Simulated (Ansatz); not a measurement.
Reaction (formal exchange of groups at the Se–Si bond): `[SeH][SiH2][TeH]` + `[CH3][GeH]([CH3])[Cl]` → `[CH3][Ge]([CH3])([Cl])[SeH]` + `[SiH3][TeH]`

Program: Ansatz. Geometries: PBE0-D4/def2-TZVP. ΔE: electronic, gas phase. CCSD(T)/CBS is the MP2 limit (def2-TZVPP, def2-QZVPP) plus CCSD(T) − MP2 in def2-TZVPP, frozen cores. DFT in def2-TZVPP. B3LYP here is the variant with VWN-RPA as its local correlation; programs differ in this. Elements past krypton have def2 core potentials. For Ge, Se, Te outer-core shells are correlated without core-valence functions, which leaves a few kJ/mol of doubt a bond. Scalar relativity is left out up to krypton. Each species was taken in one conformer, which may not be the lowest.

| level | ΔE (kJ/mol) |
| --- | --- |
| B3LYP-D4 | -9.6 |
| revPBE | -4.1 |
| BLYP | -7.9 |
| B3LYP | -7.0 |
| MP2/def2-SVP | -11.7 |
| CCSD/def2-SVP | -10.8 |
| MP2/def2-TZVPP | -9.5 |
| CCSD/CBS(def2) | -4.1 |

What does CCSD(T)/CBS give? (An estimate is asked.)

Computed: -4.7 kJ/mol. The listed levels differ from it by -4.9, 0.6, -3.2, -2.3, -7.0, -6.1, -4.8, 0.6 kJ/mol.

Largest T1 diagnostic among the species: 0.011.

At CCSD(T), def2-SVP lies −6.8 kJ/mol from the extrapolated value and def2-TZVPP −4.8 kJ/mol. Leaving LDA and LC-ωPBE aside and taking each functional with its dispersion term where it has one, the values, not all of them listed here, spread over 9.7 kJ/mol, from BLYP-D4 to B97M-V.
